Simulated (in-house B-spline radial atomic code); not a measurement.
## Ionising Ar II (Ar+) with different functionals

Computed with an all-electron radial atomic-structure program (B-spline basis): four-component Dirac-Coulomb Hamiltonian, Fermi nucleus of rms radius 3.4274 fm, spin-restricted, spherical fractional occupations for the functionals. The ionisation energy is the difference of two self-consistent energies, [Ne] 3s2 3p5 → [Ne] 3s2 3p4, without Breit or QED terms; ε is the level of the shell that loses the electron (mean over j). The electron is taken from both j subshells in proportion to 2j + 1, so the result is a j average, not the step between ground levels.

Hybrids are left out here: with spherical fractional occupations of an open shell their exact exchange keeps a self-interaction that integer-occupation calculations don't have.

```
           method  rung  ΔSCF (eV)  -ε(3p) (eV)
         LDA VWN5   LDA          ?            ?
 relativistic LDA   LDA      28.74        22.21
         LDA PW92   LDA      28.74        22.20
LDA exchange-only   LDA      27.25        20.76
              PBE   GGA      28.66        22.12
           PBEsol   GGA      28.60        22.07
             BLYP   GGA      28.51        21.97
             RPBE   GGA      28.64        22.10
             PW91   GGA      28.73        22.18
             BP86   GGA      28.74        22.20
             AM05   GGA          ?            ?
             OLYP   GGA      28.69        22.13
```

What does AM05 give?

ΔSCF 28.59 eV, and -ε(3p) = 22.05 eV.

What does LDA VWN5 give?

ΔSCF 28.74 eV, and -ε(3p) = 22.21 eV.

How do they compare with the NIST value?

NIST lists 27.630 eV (measured, ground level to ground level). Errors run from -0.38 to +1.11 eV. The correlated functionals all miss on the same side by more than they spread, so the cause is common to them (Breit-QED terms, spin polarisation, the choice among j levels, multiplet and fine-structure energies, or a listed next ion that isn't the cheapest removal here) and closeness doesn't rank the functionals.
